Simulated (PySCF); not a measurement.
Molfile (atoms numbered from 1):
```
C5H3O2S
     RDKit          3D

 11 11  0  0  0  0  0  0  0  0999 V2000
    2.7583   -0.8598    0.6618 O   0  0  0  0  0  0  0  0  0  0  0  0
    2.2609    0.1173    0.0789 C   0  0  0  0  0  0  0  0  0  0  0  0
    2.7856    1.1040   -0.4694 O   0  0  0  0  0  0  0  0  0  0  0  0
    0.7247    0.1133    0.0199 C   0  0  0  0  0  0  0  0  0  0  0  0
   -0.1793   -0.7955    0.5122 C   0  0  0  0  0  0  0  0  0  0  0  0
   -1.5333   -0.4448    0.2464 C   0  0  0  0  0  0  0  0  0  0  0  0
   -1.6396    0.7368   -0.4489 C   0  0  0  0  0  0  0  0  0  0  0  0
   -0.0881    1.4133   -0.7757 S   0  0  0  0  0  0  0  0  0  0  0  0
    0.1695   -1.6811    1.0457 H   0  0  0  0  0  0  0  0  0  0  0  0
   -2.3984   -1.0392    0.5550 H   0  0  0  0  0  0  0  0  0  0  0  0
   -2.5538    1.2319   -0.7801 H   0  0  0  0  0  0  0  0  0  0  0  0
  1  2  2  0
  2  3  1  0
  2  4  1  0
  4  5  2  0
  5  6  1  0
  6  7  2  0
  7  8  1  0
  8  4  1  0
  5  9  1  0
  6 10  1  0
  7 11  1  0
M  CHG  1   3  -1
M  END
```

Geometry: PBE0-D3(BJ)/def2-SVP; GIAO absolute shieldings from PySCF 2.14.0 with density-fitted response routines, gas phase, non-relativistic, averaged over equivalent atoms.

At PBE0/pcSseg-1 (158 basis functions, 14 s wall time on 1 thread of an Arm Neoverse V2, shared host):
```tsv
atoms	σ (ppm)
O1/O3	4.4
C4	11.4
C2	22.8
C6	56.7
C7	57.9
C5	58.5
S8	273.6
H9	24.22
H10	24.77
H11	24.99
```

Estimate the result of repeating the calculation with CAM-B3LYP/pcSseg-2.

Results:


```json
{"atoms": "O1/O3", "σ at CAM-B3LYP/pcSseg-2": "12.7", "change": "+8.3"}
{"atoms": "C4", "σ at CAM-B3LYP/pcSseg-2": "-2.3", "change": "-13.7"}
{"atoms": "C2", "σ at CAM-B3LYP/pcSseg-2": "11.4", "change": "-11.4"}
{"atoms": "C6", "σ at CAM-B3LYP/pcSseg-2": "48.5", "change": "-8.2"}
{"atoms": "C7", "σ at CAM-B3LYP/pcSseg-2": "46.4", "change": "-11.5"}
{"atoms": "C5", "σ at CAM-B3LYP/pcSseg-2": "49.4", "change": "-9.1"}
{"atoms": "S8", "σ at CAM-B3LYP/pcSseg-2": "226.8", "change": "-46.8"}
{"atoms": "H9", "σ at CAM-B3LYP/pcSseg-2": "23.95", "change": "-0.27"}
{"atoms": "H10", "σ at CAM-B3LYP/pcSseg-2": "24.63", "change": "-0.14"}
{"atoms": "H11", "σ at CAM-B3LYP/pcSseg-2": "24.63", "change": "-0.36"}
```

The largest change is at S8 (aromatic ring sulfur). Cost: 337 basis functions, 64 s wall time on 1 thread of an Arm Neoverse V2, shared host. The order of the carbon signals changes between the two levels.
